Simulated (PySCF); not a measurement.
Here is a computed PBE0-D3(BJ)/def2-SVP geometry (Å):
```
C 
C   1  1.5200
C   2  1.5225  1  113.07
C   3  1.5182  2  112.57  1   179.36
C   4  1.4992  3  113.53  2  -179.79
O   5  1.1822  4  127.66  3    -0.61
Cl  5  1.7979  4  111.75  3   179.39
H   1  1.1002  2  111.54  3  -179.80
H   1  1.1016  2  111.26  3    60.01
H   1  1.1017  2  111.23  3   -59.62
H   2  1.1045  1  109.66  3  -122.18
H   2  1.1045  1  109.68  3   122.20
H   3  1.1028  2  110.00  1   -58.59
H   3  1.1028  2  110.00  1    57.31
H   4  1.1038  3  111.94  2    58.97
H   4  1.1037  3  112.01  2   -58.40
```
Z-matrix in Å and degrees, rows numbered from 1.

Charge 0, singlet.

Q: Which heavy atoms are bonded, and with what formal order?

A: C1–C2 (single); C2–C3 (single); C3–C4 (single); C4–C5 (single); C5–O6 (double); C5–Cl7 (single). Hydrogens: H8, H9, H10 on C1; H11, H12 on C2; H13, H14 on C3; H15, H16 on C4.

Q: Which species is it?

A: `CCCCC(=O)Cl`, C5H9ClO.

Q: Name the point group.

A: Cs (tolerance 0.08 Å).

Q: Describe the place of each heavy atom.

A: C1: methyl carbon; C2: chain CH2 carbon; C3: chain CH2 carbon; C4: sp3 carbon next to a carbonyl; C5: acyl halide carbon; O6: carbonyl oxygen; Cl7: chlorine bonded to C.

Q: What is the arrangement about C2?

A: It has 4 neighbours (C1, C3, H11, H12) and is distorted tetrahedral (angles from 105.7° to 113.1°).

Q: What is the arrangement about C4?

A: It has 4 neighbours (C3, C5, H15, H16) and is distorted tetrahedral (angles from 104.8° to 113.5°).
